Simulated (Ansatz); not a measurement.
Task: Name a neutral molecule of C, F, I, Si and H with HOMO energy (B3LYP/def2-TZVPP) between -7.40 and -7.10 eV and zero-point energy (PBE0-D4/def2-TZVP) between 109 and 125 kJ/mol (Ansatz, PBE0-D4/def2-TZVP geometry).

Result: `FC([SiH3])I` (-7.26 eV, 116.5 kJ/mol). Other molecules can fit too; these were computed, each in one conformer that needn't be the lowest.

B3LYP here is the variant with VWN-RPA as its local correlation; programs differ in this.
